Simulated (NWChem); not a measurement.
System: mesitylene (C$_{9}$H$_{12}$); SMILES Cc1cc(C)cc(C)c1

Input file for NWChem:

```
start job
memory heap 200 mb stack 900 mb global 1100 mb
geometry units angstroms noautosym nocenter noautoz
  C     -0.560335    -2.858554    -0.011420
  C     -0.271898    -1.383744     0.011770
  C     -1.312979    -0.450460    -0.006741
  C     -1.062971     0.925366    -0.013373
  C     -2.195791     1.912814     0.008990
  C      0.265849     1.360405    -0.006320
  C      1.332368     0.456185     0.011987
  C      2.753966     0.943313    -0.011232
  C      1.044410    -0.912106     0.025488
  H      0.232485    -3.433353     0.489407
  H     -1.515432    -3.092039     0.481644
  H     -0.628620    -3.231466    -1.047470
  H     -2.348699    -0.805338    -0.011452
  H     -2.486610     2.157271     1.044755
  H     -3.089028     1.515404    -0.494953
  H     -1.918241     2.857305    -0.481709
  H      0.476162     2.434872    -0.010595
  H      2.854747     1.921259     0.482074
  H      3.431842     0.236406     0.489312
  H      3.113814     1.062233    -1.047325
  H      1.869493    -1.631463     0.046513
end
basis spherical
  * library 6-31g*
end
dft
  xc xpbe96 cpbe96
  iterations 150
end
cosmo
  do_cosmo_smd true
  solvent dioxane
end
task dft energy
```

Output (shortened):

```
             Northwest Computational Chemistry Package (NWChem) 7.3.0
             --------------------------------------------------------

                             Geometry "geometry" -> ""
                             -------------------------

 Output coordinates in angstroms (scale by  1.889725989 to convert to a.u.)

  No.       Tag          Charge          X              Y              Z
 ---- ---------------- ---------- -------------- -------------- --------------
    1 C                    6.0000    -0.56033500    -2.85855400    -0.01142000
    2 C                    6.0000    -0.27189800    -1.38374400     0.01177000
    3 C                    6.0000    -1.31297900    -0.45046000    -0.00674100
    4 C                    6.0000    -1.06297100     0.92536600    -0.01337300
    5 C                    6.0000    -2.19579100     1.91281400     0.00899000
    6 C                    6.0000     0.26584900     1.36040500    -0.00632000
    7 C                    6.0000     1.33236800     0.45618500     0.01198700
    8 C                    6.0000     2.75396600     0.94331300    -0.01123200
    9 C                    6.0000     1.04441000    -0.91210600     0.02548800
   10 H                    1.0000     0.23248500    -3.43335300     0.48940700
   11 H                    1.0000    -1.51543200    -3.09203900     0.48164400
   12 H                    1.0000    -0.62862000    -3.23146600    -1.04747000
   13 H                    1.0000    -2.34869900    -0.80533800    -0.01145200
   14 H                    1.0000    -2.48661000     2.15727100     1.04475500
   15 H                    1.0000    -3.08902800     1.51540400    -0.49495300
   16 H                    1.0000    -1.91824100     2.85730500    -0.48170900
   17 H                    1.0000     0.47616200     2.43487200    -0.01059500
   18 H                    1.0000     2.85474700     1.92125900     0.48207400
   19 H                    1.0000     3.43184200     0.23640600     0.48931200
   20 H                    1.0000     3.11381400     1.06223300    -1.04732500
   21 H                    1.0000     1.86949300    -1.63146300     0.04651300

 Effective nuclear repulsion energy (a.u.)     418.8598405121

  pbe96 is a nonlocal functional; adding pw91lda local functional.

                                 NWChem DFT Module
                                 -----------------

 Summary of "ao basis" -> "ao basis" (spherical)
 ------------------------------------------------------------------------------
       Tag                 Description            Shells   Functions and Types
 ---------------- ------------------------------  ------  ---------------------
 C                           6-31g*                  6       14   3s2p1d
 H                           6-31g*                  2        2   2s

 in cosmo_initialize ...
 calling solv_data for solv:dioxane

 solvent parameters
 solvname_short: dioxane
 solvname_long:  1,4-dioxane
 dielec:        2.2099
 dielecinf:     2.0232
 nonaqueous SMD model solvent descriptors
 dielec:        2.2099
 sola:          0.0000
 solb:          0.6400
 solc:          0.0000
 solg:         47.1400
 solh:          0.0000
 soln:          1.4224

          ---------------
          -cosmo- solvent
          ---------------
 Cosmo: York-Karplus, doi: 10.1021/jp992097l
 dielectric constant -eps-     =   2.21
 screen = (eps-1)/(eps    )    =   0.54749
 surface charge correction     = lagrangian

   van der Waals surface
 --------------------------

[...]

                                COSMO-SMD solvation results
                                ---------------------------

             internal energy in gas <Psi(g)|H|Psi(g)> =      -349.709770647169
         internal energy in solvent <Psi(s)|H|Psi(s)> =      -349.709493830764
                               delta internal energy  =         0.000276816405 (    0.17 kcal/mol)
   total free energy in solvent <Psi(s)|H+V/2|Psi(s)> =      -349.712982784937
 polarization energy contribution <Psi(s)|V/2|Psi(s)> =        -0.003488954173 (   -2.19 kcal/mol)
    total free energy in solvent including G(SMD-CDS) =      -349.715549723304
                       G(SMD-CDS) energy contribution =        -0.002566938367 (   -1.61 kcal/mol)
     1 M fixed-concentration free energy of solvation =        -0.005779076135 (   -3.63 kcal/mol)

                       DFT Final Molecular Orbital Analysis
                       ------------------------------------

 Vector   31  Occ=2.000000D+00  E=-2.823432D-01
              MO Center=  4.0D-02, -2.5D-02, -8.3D-03, r^2= 5.3D+00
   Bfn.  Coefficient  Atom+Function         Bfn.  Coefficient  Atom+Function
  ----- ------------  ---------------      ----- ------------  ---------------
   101      0.192290   8 C  px              115      0.183435   9 C  px
    45     -0.182442   4 C  px              134     -0.182717  13 H  s
    17     -0.180940   2 C  px              116      0.180624   9 C  py
     4      0.177998   1 C  py               73      0.177962   6 C  px
    46     -0.173457   4 C  py               87     -0.165665   7 C  px

 Vector   32  Occ=2.000000D+00  E=-2.035803D-01
              MO Center= -6.5D-02,  2.4D-02,  1.6D-02, r^2= 3.8D+00
   Bfn.  Coefficient  Atom+Function         Bfn.  Coefficient  Atom+Function
  ----- ------------  ---------------      ----- ------------  ---------------
   117      0.343008   9 C  pz               47     -0.311435   4 C  pz
   121      0.256103   9 C  pz               75     -0.225010   6 C  pz
    51     -0.207839   4 C  pz               19      0.203980   2 C  pz
    79     -0.167541   6 C  pz               23      0.136026   2 C  pz
   136      0.121137  14 H  s                33     -0.118347   3 C  pz

 Vector   33  Occ=2.000000D+00  E=-2.034733D-01
              MO Center=  6.2D-02, -2.4D-02, -3.2D-02, r^2= 3.8D+00
   Bfn.  Coefficient  Atom+Function         Bfn.  Coefficient  Atom+Function
  ----- ------------  ---------------      ----- ------------  ---------------
    33      0.328052   3 C  pz               89     -0.297565   7 C  pz
    75     -0.266361   6 C  pz               37      0.244308   3 C  pz
    19      0.241796   2 C  pz               79     -0.198456   6 C  pz
    93     -0.198273   7 C  pz               23      0.161095   2 C  pz
   148     -0.115077  20 H  s               103      0.096398   8 C  pz

 Vector   34  Occ=0.000000D+00  E=-2.218841D-02
              MO Center=  9.4D-02,  6.9D-03, -1.9D-02, r^2= 4.1D+00
   Bfn.  Coefficient  Atom+Function         Bfn.  Coefficient  Atom+Function
  ----- ------------  ---------------      ----- ------------  ---------------
    37      0.445027   3 C  pz               93      0.433868   7 C  pz
    89      0.379573   7 C  pz               33      0.347191   3 C  pz
    79     -0.269726   6 C  pz               23     -0.263289   2 C  pz
   148      0.240484  20 H  s                19     -0.230052   2 C  pz
    75     -0.209981   6 C  pz              121     -0.175816   9 C  pz

 Vector   35  Occ=0.000000D+00  E=-2.206606D-02
              MO Center= -9.7D-02, -8.1D-03,  1.2D-02, r^2= 4.1D+00
   Bfn.  Coefficient  Atom+Function         Bfn.  Coefficient  Atom+Function
  ----- ------------  ---------------      ----- ------------  ---------------
   121      0.413167   9 C  pz               51      0.401430   4 C  pz
    79     -0.358268   6 C  pz               47      0.351949   4 C  pz
    23     -0.348912   2 C  pz              117      0.321299   9 C  pz
    19     -0.305642   2 C  pz               75     -0.279679   6 C  pz
   136     -0.223545  14 H  s               132     -0.193258  12 H  s

 Vector   36  Occ=0.000000D+00  E= 7.748089D-02
              MO Center=  8.5D-02, -6.9D-02,  8.6D-02, r^2= 1.0D+01
   Bfn.  Coefficient  Atom+Function         Bfn.  Coefficient  Atom+Function
  ----- ------------  ---------------      ----- ------------  ---------------
   150      0.907387  21 H  s               134      0.879503  13 H  s
   142      0.881851  17 H  s                 6     -0.744009   1 C  s
   104     -0.743370   8 C  s                62     -0.708166   5 C  s
    78     -0.694088   6 C  py               35      0.668737   3 C  px
    20     -0.582458   2 C  s                90     -0.583573   7 C  s

     Multipole analysis of the density
     ---------------------------------

     L   x y z        total         alpha         beta         nuclear
     -   - - -        -----         -----         ----         -------
     0   0 0 0     -0.000000    -33.000000    -33.000000     66.000000

     1   1 0 0     -0.000205      0.049383      0.049383     -0.098971
     1   0 1 0     -0.000619      0.046551      0.046551     -0.093721
     1   0 0 1     -0.021787     -0.006259     -0.006259     -0.009269

     2   2 0 0    -36.908524   -326.489168   -326.489168    616.069813
     2   1 1 0      0.000824      0.001883      0.001883     -0.002942
     2   1 0 1     -0.130798      0.114062      0.114062     -0.358922
     2   0 2 0    -36.911404   -326.510295   -326.510295    616.109186
     2   0 1 1      0.116491     -0.125725     -0.125725      0.367942
     2   0 0 2    -42.490667    -29.668666    -29.668666     16.846666
```

Level: PBE/6-31G* (spherical d), SMD on the gas-phase geometry. Geometry: optimised at PBE0/def2-SVP. No frequency run checked for a minimum. Solvent: 1,4-dioxane.
